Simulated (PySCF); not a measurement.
B(F)(Cl)(NH2) (BClFH2N), SMILES NB(F)Cl. Geometry optimised at B3LYP-D3(BJ)/def2-SVP. The values are those of a single conformer.

TDDFT-M06-2X/def2-SVPD (PySCF) puts the lowest singlet excitations at 7.52, 8.45, 8.53, 8.61, 8.77, 8.82 eV.

What are the lowest excitation roots from ADC(2)/aug-cc-pVDZ (PySCF)? (Estimate from the structure and the level; the computed values follow.)

7.06, 8.24, 8.43, 8.46, 8.54, 8.84 eV. S1 differs by -0.45 eV (second minus first; roots are paired by order, and the bases may differ).
